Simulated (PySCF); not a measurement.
# Computed vibrations of [Hg(H2CO)]2+

[Hg(H2CO)]2+ (singlet). PySCF 2.14.0, RKS PBE0, Hg def2-SVP with ECP60, O def2-SVP, C def2-SVP, H def2-SVP; non-relativistic Hamiltonian with scalar-relativistic core potentials where named; density fitting; no spin-orbit coupling. Central differences of gradients.

```xyz
5

Hg   -0.0651    0.0000   -0.3340
O     0.7012    0.0000    1.6957
C     0.1651    0.0000    2.8014
H     0.8797    0.0000    3.6661
H    -0.9297    0.0000    2.9944
```

Run from Python with OMP_NUM_THREADS=2. Where DIIS fails, smearing, a level shift and second-order steps follow.
It took 20 s on 2 threads of Arm Neoverse V2, with other jobs on the host.

What are the harmonic wavenumbers and infrared intensities?

Modes are labelled in Cs; negative numbers are unstable modes, those under 60 cm⁻¹ near the noise; a finer grid moves soft modes by up to 10 cm⁻¹.
```json
{"cm⁻¹": "239", "km/mol": "25.4", "symmetry": "a'"}
{"cm⁻¹": "368", "km/mol": "17.7", "symmetry": "a'"}
{"cm⁻¹": "455", "km/mol": "18.2", "symmetry": "a''"}
{"cm⁻¹": "1143", "km/mol": "43.9", "symmetry": "a'"}
{"cm⁻¹": "1184", "km/mol": "14.2", "symmetry": "a''"}
{"cm⁻¹": "1416", "km/mol": "61.5", "symmetry": "a'"}
{"cm⁻¹": "1652", "km/mol": "25.9", "symmetry": "a'"}
{"cm⁻¹": "2935", "km/mol": "569.1", "symmetry": "a'"}
{"cm⁻¹": "3113", "km/mol": "73.8", "symmetry": "a'"}
```

Is this a minimum?

Yes. Ideal gas at 298.15 K and 1 bar: S = 292.3 J/(mol K), Cp = 55.3 J/(mol K), H − H(0 K) = 12.9 kJ/mol (rigid rotor, harmonic modes, spin degeneracy alone).
